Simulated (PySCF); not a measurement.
TiClO, SMILES [O]=[Ti+][Cl], charge +1, multiplicity 1.

The structure is a stationary point at PBE0-D3(BJ)/def2-TZVP. The spin state was assumed, not searched. The isomer is the one that the SMILES or the coordinates give; other isomers of the formula were not compared.

Two levels are set side by side: PBE/def2-TZVPD (PySCF) and B3LYP/def2-TZVPD (PySCF). Same geometry, gas phase. Differences are taken from unrounded values.

```csv
quantity,B3LYP
orbital gap (eV),4.47
highest occupied level (eV),-14.72
lowest empty level (eV),-10.25
mean polarisability (bohr³),36.1
```

Q: What does PBE give, and how far is it from B3LYP? (Estimate from the structure and the level; the computed values follow.)

A: 
| quantity | PBE | PBE minus B3LYP |
|---|---|---|
| orbital gap (eV) | 2.73 | -1.74 |
| highest occupied level (eV) | -13.64 | 1.08 |
| lowest empty level (eV) | -10.91 | -0.66 |
| mean polarisability (bohr³) | 36.4 | 0.3 |

Without exact exchange PBE keeps part of each electron's self-repulsion, which lifts occupied levels and narrows the gap. Differences between two approximate levels are no errors against the true value.

Rough cost on one machine, each run with all the roots and properties that it gave: B3LYP against PBE within a factor of 2.
